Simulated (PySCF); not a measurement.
Ligands exchanged one at a time, Ga Br-OH. All species are isolated molecules in the gas phase. One relaxed conformer stands for each flexible species; it need not be the lowest. Strings in code marks are SMILES.

The S1–T1 gap (TDA) from two functionals at the same geometries (B3LYP-D3(BJ)/def2-TZVP), both in PySCF: PBE-D3(BJ)/def2-TZVP and B3LYP-D3(BJ)/def2-TZVP. B3LYP has the VWN-RPA correlation part, as in Gaussian. Excitations are Tamm–Dancoff values on a coarser integration grid. The basis has no diffuse functions, so Rydberg states are missing or too high.

| species | PBE-D3(BJ)/def2-TZVP (eV) | B3LYP-D3(BJ)/def2-TZVP (eV) |
|---|---|---|
| 0 of 3 Br replaced by OH (`[Br][Ga]([Br])[Br]`) | 0.30 | 0.33 |
| 1 of 3 Br replaced by OH (`[OH][Ga]([Br])[Br]` (H–O–Ga–Br torsion 180°)) | 0.35 | 0.39 |
| 3 of 3 Br replaced by OH (`[OH][Ga]([OH])[OH]`) | 0.31 | 0.38 |

Over these rows, drawn at random from the members with no instability flagged (it was tested for open shells, ions and some series alone), PBE minus B3LYP-D3(BJ): mean -0.05 eV, from -0.07 eV to -0.03 eV.
